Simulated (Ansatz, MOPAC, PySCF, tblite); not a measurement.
Approach curve of the dimer CO ··· H2S (SMILES [C-]#[O+] and S). Monomers: optimised at B3LYP-D3(BJ) (def2-TZVP), held rigid. Orientation: lowest of the rigid-body minima from ten starts at GFN2-xTB (searched outside a hard wall at short contacts). R is the distance of the centres of mass, along which the second monomer moves. The shortest distances reach bonding range, where SAPT0 and rigid monomers are unreliable.

- GFN2-xTB (tblite)
- RKS-B3LYP/6-31G* = PySCF with restricted B3LYP/6-31G*, spherical d, no counterpoise correction
- PM6, restricted, heats of formation (MOPAC)
- CCSD(T)/aug-cc-pVTZ = CCSD(T) on RHF/aug-cc-pVTZ, frozen core, counterpoise-corrected run with Ansatz (an electronic-structure program)

Interaction energies in kcal/mol; the last columns give the difference from CCSD(T):

| R / Å | GFN2-xTB | RKS-B3LYP/6-31G* | PM6 | CCSD(T)/aug-cc-pVTZ | GFN2-xTB − CCSD(T)/aug-cc-pVTZ | RKS-B3LYP/6-31G* − CCSD(T)/aug-cc-pVTZ | PM6 − CCSD(T)/aug-cc-pVTZ |
|---|---|---|---|---|---|---|---|
| 2.35 | 8.12 | 41.98 | 3.79 | 43.95 | -35.84 | -1.97 | -40.16 |
| 2.46 | 3.05 | 31.19 | -0.45 | 33.18 | -30.13 | -1.99 | -33.64 |
| 2.79 | -2.93 | 11.96 | -3.91 | 13.27 | -16.20 | -1.31 | -17.18 |
| 2.92 | -3.22 | 7.88 | -3.58 | 8.90 | -12.12 | -1.02 | -12.48 |
| 3.20 | -2.62 | 2.80 | -2.33 | 3.36 | -5.98 | -0.56 | -5.70 |
| 3.34 | -2.20 | 1.47 | -1.81 | 1.87 | -4.08 | -0.40 | -3.69 |
| 3.54 | -1.72 | 0.38 | -1.29 | 0.61 | -2.33 | -0.24 | -1.90 |
| 3.93 | -1.15 | -0.34 | -0.77 | -0.29 | -0.86 | -0.04 | -0.47 |
| 4.45 | -0.75 | -0.33 | -0.43 | -0.39 | -0.36 | 0.06 | -0.04 |
| 5.07 | -0.45 | -0.15 | -0.23 | -0.24 | -0.21 | 0.09 | 0.01 |
| 6.06 | -0.20 | -0.05 | -0.10 | -0.09 | -0.11 | 0.04 | -0.01 |
| 7.44 | -0.08 | -0.02 | -0.04 | -0.03 | -0.05 | 0.01 | -0.01 |

GFN2-xTB is furthest from CCSD(T)/aug-cc-pVTZ at 2.35 (-35.84 kcal/mol, below); its mean absolute difference over the points is 9.02 kcal/mol.

RKS-B3LYP/6-31G* is furthest from CCSD(T)/aug-cc-pVTZ at 2.46 (-1.99 kcal/mol, below); its mean absolute difference over the points is 0.64 kcal/mol.

PM6 is furthest from CCSD(T)/aug-cc-pVTZ at 2.35 (-40.16 kcal/mol, below); its mean absolute difference over the points is 9.61 kcal/mol.
